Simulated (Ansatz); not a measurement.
The cluster Li₆Cl₅. The state is a doublet with charge 0. Geometry r2SCAN-D4/def2-SVP; atoms count from 1.

```xyz
11

Li   -0.9136    0.1617    2.3053
Li   -1.4789    1.4292   -2.0033
Li    1.2402   -1.5359    1.5093
Li    0.8963    1.1440   -0.0164
Li    0.6429   -0.2435   -2.7876
Li   -1.1525   -1.2830   -0.3805
Cl    1.3468    0.6461    2.2663
Cl    0.7533    1.9953   -2.2172
Cl   -0.9797   -2.1048    1.8379
Cl    1.2807   -1.2536   -0.7956
Cl   -1.6355    1.0445    0.2819
```

Another isomer (doublet) lies 0.09 eV lower at PBE0-D4/def2-TZVP; other spin states weren't run for this one.

(1) Estimate the Mulliken populations from the PBE0/def2-TZVP orbitals of Ansatz.

(2) Where does the spin sit?

(3) And the Mayer bond orders between bonded heavy atoms (over 0.3)?

Answers

(1) 
```tsv
atom	charge (e)	spin (α − β)
Li1	0.70	0.00
Li2	0.39	0.43
Li3	0.70	0.00
Li4	0.73	-0.05
Li5	0.39	0.43
Li6	0.54	0.21
Cl7	-0.69	0.00
Cl8	-0.68	-0.01
Cl9	-0.70	0.00
Cl10	-0.69	-0.01
Cl11	-0.69	-0.01
```
Mulliken values and Mayer orders depend strongly on the basis.

(2) Summed by element: Li 1.02, Cl -0.02, of 1 unpaired in all. Largest on single atoms: Li5 0.43, Li2 0.43, Li6 0.21.

(3) Li2–Li5 0.36 (2.81 Å).
